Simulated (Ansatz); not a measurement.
Start from `CC(C)[O][Sn][F]` and change one atom or group to get `CC(C)[O][Cd][NH2]`.

Ansatz, PBE0-D4/def2-TZVP geometries, multiplicity 1. Each molecule was computed in one conformer, which needn't be the lowest.

Elements past krypton have def2 core potentials.

```csv
property,`CC(C)[O][Sn][F]`
LUMO energy (PBE/def2-TZVPP) / eV,-2.90
HOMO energy (PBE0/def2-TZVPP) / eV,-7.65
HOMO–LUMO gap (PBE/def2-TZVPP) / eV,3.41
HOMO–LUMO gap (B3LYP/def2-TZVPP) / eV,4.97
LUMO energy (PBE0/def2-TZVPP) / eV,-2.25
HOMO energy (PBE/def2-TZVPP) / eV,-6.31
```

(1) Give the same properties after the change, and the shifts. (Estimate.)

Results:

(1) The calculation gave: 
```
                             property  `CC(C)[O][Cd][NH2]`  shift
    LUMO energy (PBE/def2-TZVPP) / eV                -1.64   1.26
   HOMO energy (PBE0/def2-TZVPP) / eV                -7.04   0.61
  HOMO–LUMO gap (PBE/def2-TZVPP) / eV                 3.93   0.52
HOMO–LUMO gap (B3LYP/def2-TZVPP) / eV                 5.70   0.73
   LUMO energy (PBE0/def2-TZVPP) / eV                -0.79   1.46
    HOMO energy (PBE/def2-TZVPP) / eV                -5.57   0.74
```

With PBE0 the HOMO rises by 0.61 eV and the LUMO rises by 1.46 eV, so the gap widens by about 0.85 eV. PBE moves the HOMO by 0.74 eV and ωB97M-V by 0.50 eV.

Positive LUMOs are unbound, so they and the gaps depend on the basis.

B3LYP here is the variant with VWN-RPA as its local correlation; programs differ in this.
